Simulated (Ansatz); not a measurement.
C₂H₆Cl₂O₂Si⁺, that is Si(OMe)2Cl2 with one electron fewer. The state is a doublet with charge 1. Geometry r2SCAN-D4/def2-SVP, that of the neutral singlet; atoms count from 1.

```xyz
13

Si    0.105    0.142    0.173
O    -1.471   -0.252    0.067
C    -2.494    0.168    0.952
H    -2.291   -0.169    1.984
H    -3.439   -0.279    0.613
H    -2.597    1.267    0.948
O     0.860   -0.589   -1.070
C     2.244   -0.509   -1.364
H     2.549    0.532   -1.566
H     2.434   -1.116   -2.260
H     2.851   -0.905   -0.531
Cl    0.894   -0.477    1.975
Cl    0.355    2.187    0.080
```

Estimate the Mulliken populations from the PBE0/def2-TZVP orbitals of Ansatz.


```
atom  charge (e)  spin (α − β)
 Si1        0.66         -0.06
  O2       -0.13          0.35
  C3       -0.25          0.01
  H4        0.21          0.05
  H5        0.20          0.00
  H6        0.21          0.05
  O7       -0.13          0.35
  C8       -0.25          0.01
  H9        0.21          0.05
 H10        0.20          0.00
 H11        0.21          0.05
Cl12       -0.06          0.08
Cl13       -0.06          0.08
```
Mulliken values depend strongly on the basis.

Where does the spin sit?

Summed by element: Si -0.06, O 0.69, C 0.01, H 0.19, Cl 0.17, of 1 unpaired in all. Largest on single atoms: O2 0.35, O7 0.35, Cl12 0.08.

And the Mayer bond orders between heavy atoms (over 0.3)?

Si1–O2 1.18 (1.63 Å); Si1–O7 1.18 (1.63 Å); Si1–Cl12 1.24 (2.06 Å); Si1–Cl13 1.24 (2.06 Å); O2–C3 0.92 (1.42 Å); O7–C8 0.92 (1.42 Å).
